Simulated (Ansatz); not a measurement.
Ansatz results at the PBE0-D4/def2-TZVP geometry: size of the dipole moment (PBE/def2-TZVPP) 1.64 D; LUMO energy (ωB97M-V/def2-TZVPP) -1.29 eV; LUMO energy (B3LYP/def2-TZVPP) -3.62 eV.

Each molecule was computed in one conformer, which needn't be the lowest.

Which molecule gave them?
A. `[CH3][Mg-]1[O]C(C(F)(F)F)=CC(C(F)(F)F)=[O+]1`
B. `O[B-]1(O)OC(C(F)(F)F)=CC(C(F)(F)F)=[O+]1`
C. `CC1=CC(C)=[O+][Ti-]([OH])([OH])([OH])[O]1`
D. `[Li-]1[O]C=CC=[O+]1`

B. The others give `[CH3][Mg-]1[O]C(C(F)(F)F)=CC(C(F)(F)F)=[O+]1`: 0.80, -0.96, -3.28; `CC1=CC(C)=[O+][Ti-]([OH])([OH])([OH])[O]1`: 3.14, 0.32, -1.97; `[Li-]1[O]C=CC=[O+]1`: 1.80, 0.20, -1.20.

B3LYP here is the variant with VWN-RPA as its local correlation; programs differ in this.
